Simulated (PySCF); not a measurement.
## Nuclear quadrupole coupling in `CC[P@](C)(=O)C(C)(C)C`

C7H17OP.
Geometry (GFN2-xTB, Å), atoms numbered from 1 in this order:
```xyz
26
C7H17OP angstrom
C      3.0537    0.4271   -0.5228
C      1.7910    0.4869    0.3232
P      0.3487   -0.0291   -0.7142
C      0.5697   -1.8398   -0.9357
O      0.2933    0.6795   -1.9993
C     -1.1978    0.2263    0.3103
C     -2.3472   -0.3465   -0.5133
C     -1.1291   -0.4391    1.6774
C     -1.3650    1.7358    0.4492
H      3.8918    0.8865   -0.0018
H      3.3183   -0.6019   -0.7577
H      2.8877    0.9597   -1.4574
H      1.8797   -0.1411    1.2091
H      1.6098    1.5171    0.6375
H     -0.2762   -2.2233   -1.5013
H      0.6746   -2.3766    0.0015
H      1.4653   -1.9700   -1.5408
H     -2.3092   -1.4341   -0.5355
H     -3.3069   -0.0496   -0.0920
H     -2.2872    0.0262   -1.5347
H     -2.0627   -0.2692    2.2129
H     -0.3185   -0.0266    2.2738
H     -0.9844   -1.5131    1.5848
H     -2.3384    1.9787    0.8733
H     -1.2848    2.2033   -0.5306
H     -0.5973    2.1554    1.0971
```

Field gradients from the PBE0/pcSseg-1 density (PySCF, non-relativistic), principal values in atomic units, ordered |Vxx| ≤ |Vyy| ≤ |Vzz|:

```csv
atom,Vxx,Vyy,Vzz
O5,-0.3715,-0.4461,0.8177
```

Task: Find the asymmetry η = (Vxx − Vyy)/Vzz and the couplings χ = eQV/h (234.96 MHz × Q in barn × V in au), with Q(17O) = −0.0256 b.

Result: 
| atom | environment | nucleus | η | χzz (MHz) | χxx (MHz) | χyy (MHz) |
| --- | --- | --- | --- | --- | --- | --- |
| O5 | phosphoryl oxygen | 17O | 0.09 | -4.919 | 2.235 | 2.684 |

Task: What is Vzz at O5 in SI units (1 au = 9.71736 × 10²¹ V/m²)?

Result: 0.8177 au = 7.946 × 10²¹ V/m².

Task: And the gradient at the other heavy atoms, for which no coupling is worked out here?

Result: 
```json
{"atom": "C1", "environment": "methyl carbon", "Vzz (au)": "0.107", "η": "0.51"}
{"atom": "C2", "environment": "sp3 carbon bound to phosphorus", "Vzz (au)": "0.035", "η": "1.00"}
{"atom": "P3", "environment": "phosphoryl phosphorus", "Vzz (au)": "-0.345", "η": "0.35"}
{"atom": "C4", "environment": "sp3 carbon bound to phosphorus", "Vzz (au)": "0.032", "η": "0.38"}
{"atom": "C6", "environment": "sp3 carbon bound to phosphorus", "Vzz (au)": "0.033", "η": "0.29"}
{"atom": "C7", "environment": "methyl carbon", "Vzz (au)": "0.085", "η": "0.56"}
{"atom": "C8", "environment": "methyl carbon", "Vzz (au)": "0.055", "η": "0.09"}
{"atom": "C9", "environment": "methyl carbon", "Vzz (au)": "0.089", "η": "0.64"}
```

Were the hydrogens deuterons (Q(2H) = 0.00286 b), χzz would run from 205 kHz (H20, H12, H25 and H14) to 217 kHz (H16).

Geometry: GFN2-xTB, one conformer, isolated molecule. GFN2-xTB bond lengths can be off by several hundredths of an ångström, more for odd bonds, and the gradients follow them. With so small a basis the couplings can be 20 % off.
